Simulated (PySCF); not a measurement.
CH4AlFSe (SMILES [CH3][Al]([F])[SeH]), singlet, at a GFN2-xTB geometry (such geometries of metal compounds can be far from the true shape); B3LYP/6-31G (PySCF).

Input for PySCF:
```python
from pyscf import gto, scf, dft, solvent

mol = gto.Mole()
mol.atom = '''
    Al    0.41528068   -0.31806591    0.81926987
    F     2.05259933   -0.51781048    0.89112100
    C    -0.71555381   -0.72351907    2.39379954
    H    -1.43817753   -1.51857482    2.19350408
    H    -1.29256730    0.14279804    2.72678176
    H    -0.09462292   -1.04760230    3.23163756
    Se   -0.44050256    0.44563249   -1.19220761
    H    -1.77626500    0.40814005   -0.65025944
'''
mol.basis = '6-31g'
mol.verbose = 4
mol.build()

mf = dft.RKS(mol)
mf.xc = 'b3lyp'
mf.kernel()
```

What the program printed (banner, timings and long lists left out):

```
PySCF version 2.14.0

[INPUT] verbose = 4
[INPUT] num. atoms = 8
[INPUT] num. electrons = 66
[INPUT] charge = 0
[INPUT] spin (= nelec alpha-beta = 2S) = 0
[INPUT] symmetry False subgroup None
[INPUT] Mole.unit = angstrom
[INPUT] Symbol           X                Y                Z      unit          X                Y                Z       unit  Magmom
[INPUT]  1 Al     0.415280680000  -0.318065910000   0.819269870000 AA    0.784766750023  -0.601057459461   1.548195676408 Bohr   0.0
[INPUT]  2 F      2.052599330000  -0.517810480000   0.891121000000 AA    3.878850577166  -0.978519991630   1.683974633849 Bohr   0.0
[INPUT]  3 C     -0.715553810000  -0.723519070000   2.393799540000 AA   -1.352200728289  -1.367252888200   4.523625527710 Bohr   0.0
[INPUT]  4 H     -1.438177530000  -1.518574820000   2.193504080000 AA   -2.717761650203  -2.869690509461   4.145121964316 Bohr   0.0
[INPUT]  5 H     -1.292567300000   0.142798040000   2.726781760000 AA   -2.442598194569   0.269849186725   5.152870727859 Bohr   0.0
[INPUT]  6 H     -0.094622920000  -1.047602300000   3.231637560000 AA   -0.178811403907  -1.979681434464   6.106909922258 Bohr   0.0
[INPUT]  7 Se    -0.440502560000   0.445632490000  -1.192207610000 AA   -0.832429195570   0.842123358308  -2.252945866522 Bohr   0.0
[INPUT]  8 H     -1.776265000000   0.408140050000  -0.650259440000 AA   -3.356654374651   0.771272914966  -1.228812251513 Bohr   0.0

nuclear repulsion = 296.506918788737
number of shells = 36
number of NR pGTOs = 196
number of NR cGTOs = 66
basis = 6-31g
ecp = {}

******** <class 'pyscf.dft.rks.RKS'> ********
method = RKS
initial guess = minao
damping factor = 0
level_shift factor = 0
DIIS = <class 'pyscf.scf.diis.CDIIS'>
diis_start_cycle = 1
diis_space = 8
diis_damp = 0
SCF conv_tol = 1e-09
SCF conv_tol_grad = None
SCF max_cycles = 50
direct_scf = True
direct_scf_tol = 1e-13
XC library pyscf.dft.libxc version 7.1.2
    S. Lehtola, C. Steigemann, M. J. T. Oliveira, and M. A. L. Marques,  SoftwareX 7, 1–5 (2018)
XC functionals = b3lyp
    P. J. Stephens, F. J. Devlin, C. F. Chabalowski, and M. J. Frisch,  J. Phys. Chem. 98, 11623 (1994)
radial grids:
    Treutler-Ahlrichs [JCP 102, 346 (1995); DOI:10.1063/1.469408] (M4) radial grids

becke partition: Becke, JCP 88, 2547 (1988); DOI:10.1063/1.454033
pruning grids: <function nwchem_prune>
grids dens level: 3
symmetrized grids: False
atomic radii adjust function: <function treutler_atomic_radii_adjust>
small_rho_cutoff = 0
Set gradient conv threshold to 3.16228e-05
Initial guess from minao.
tot grids = 107216
init E= -2783.26790741719
  HOMO = -0.296002811722101  LUMO = -0.0688449710879158  gap/eV = 6.18128
cycle= 1 E= -2783.94427293677  delta_E= -0.676  |g|= 0.776  |ddm|= 2.54
  HOMO = -0.211896663157934  LUMO = -0.0221921443728057  gap/eV = 5.16212
cycle= 2 E= -2783.709696724  delta_E= 0.235  |g|= 1.41  |ddm|= 2.11
  HOMO = -0.249266364873423  LUMO = -0.0387587362671624  gap/eV = 5.72820
cycle= 3 E= -2784.06507974193  delta_E= -0.355  |g|= 0.189  |ddm|= 1.36
  HOMO = -0.266295778784101  LUMO = -0.0350969280477331  gap/eV = 6.29124
cycle= 4 E= -2784.07388445678  delta_E= -0.0088  |g|= 0.0338  |ddm|= 0.243
  HOMO = -0.265701469715792  LUMO = -0.0341982212354601  gap/eV = 6.29952
cycle= 5 E= -2784.07410040108  delta_E= -0.000216  |g|= 0.00795  |ddm|= 0.0301
  HOMO = -0.264319305784003  LUMO = -0.0344699426743764  gap/eV = 6.25452
cycle= 6 E= -2784.07412106854  delta_E= -2.07e-05  |g|= 0.00323  |ddm|= 0.016
  HOMO = -0.264462168240554  LUMO = -0.0344571415179629  gap/eV = 6.25876
cycle= 7 E= -2784.07412328668  delta_E= -2.22e-06  |g|= 0.000602  |ddm|= 0.00301
  HOMO = -0.264494221326917  LUMO = -0.0344582993590774  gap/eV = 6.25960
cycle= 8 E= -2784.07412336464  delta_E= -7.8e-08  |g|= 2.64e-05  |ddm|= 0.000761
  HOMO = -0.26448940882301  LUMO = -0.0344567138967031  gap/eV = 6.25951
cycle= 9 E= -2784.07412336487  delta_E= -2.28e-10  |g|= 9.54e-06  |ddm|= 5.73e-05
  HOMO = -0.264492149603243  LUMO = -0.0344571868750365  gap/eV = 6.25957
Extra cycle  E= -2784.07412336486  delta_E= 1.41e-11  |g|= 1.55e-05  |ddm|= 2.7e-05
converged SCF energy = -2784.07412336486
```
